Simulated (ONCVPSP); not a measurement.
Which change was made? (Ba, ONCV)

Ba (Z = 56), optimised norm-conserving Vanderbilt (ONCV), made with ONCVPSP 4.0.1 (PBEsol, scalar-relativistic). Core [Kr] 4d10, reference 5s2 5p6 6s2. Waves: 5s+6s: rc 2.70 bohr, ncon 3, nbas 6, qcut 4.1 1/bohr, 3 projectors, debl 3.4 Ha; 5p: rc 2.50 bohr, ncon 5, nbas 9, qcut 7 1/bohr, 1 projector; d scattering state at 0.44 Ha: rc 2.50 bohr, ncon 3, nbas 7, qcut 4.6 1/bohr, local. Local part: the d channel. Core correction: polynomial model core, fcfact 0.2.

In the d channel the program set the typed energies aside and used 0.050 Ha.

Cutoffs, loose and tight: the cutoffs (Ha) at which the residual kinetic energy of the hardest occupied pseudo-wave falls to 1 and 0.1 mHa per electron. They do not see the model core or the augmentation charge, which bear on the density cutoff. Test errors are all-electron minus pseudo excitation energies from the reference, over the configurations 5s2 5p6 6s1; 5s2 5p6 6s0; 5s2 5p6 6s1.5; 5s2 5p6 6s1 6p1; variants that change the core or the reference have their own tests.

The base gives: outcome: generated, projector energies reset by the program; cutoff, loose: 14 Ha; cutoff, tight: 17 Ha; bound ghosts: none; GHOST(+) flags above zero: s; largest test error (meV): +50.

Q: After one change the result is: outcome: generated, projector energies reset by the program; cutoff, loose: 32 Ha; cutoff, tight: 36 Ha; bound ghosts: none; GHOST(+) flags above zero: s, p; largest test error (meV): +30. Which change was it?
A. s: qcut 4.7; p: qcut 8; d: qcut 5.3
B. s: qcut 3.4; p: qcut 5.9; d: qcut 3.8
C. s: qcut 5.4; p: qcut 9.2; d: qcut 6.1
D. s: qcut 5.9; p: qcut 10.1; d: qcut 6.6
E. s: qcut 2.9; p: qcut 4.9; d: qcut 3.2

A: D. The others give: s: qcut 5.4; p: qcut 9.2; d: qcut 6.1 → outcome: generated, projector energies reset by the program; cutoff, loose: 13 Ha; cutoff, tight: 25 Ha; bound ghosts: none; GHOST(+) flags above zero: none; largest test error (meV): +23 | s: qcut 3.4; p: qcut 5.9; d: qcut 3.8 → outcome: generated, projector energies reset by the program; cutoff, loose: 11 Ha; cutoff, tight: 14 Ha; bound ghosts: none; GHOST(+) flags above zero: s; largest test error (meV): +47 | s: qcut 2.9; p: qcut 4.9; d: qcut 3.2 → outcome: generated, projector energies reset by the program; cutoff, loose: 8.8 Ha; cutoff, tight: 11 Ha; bound ghosts: none; GHOST(+) flags above zero: none; largest test error (meV): +25 | s: qcut 4.7; p: qcut 8; d: qcut 5.3 → outcome: failed: ERROR pspot: first pseudo wave function has node, program will stop.
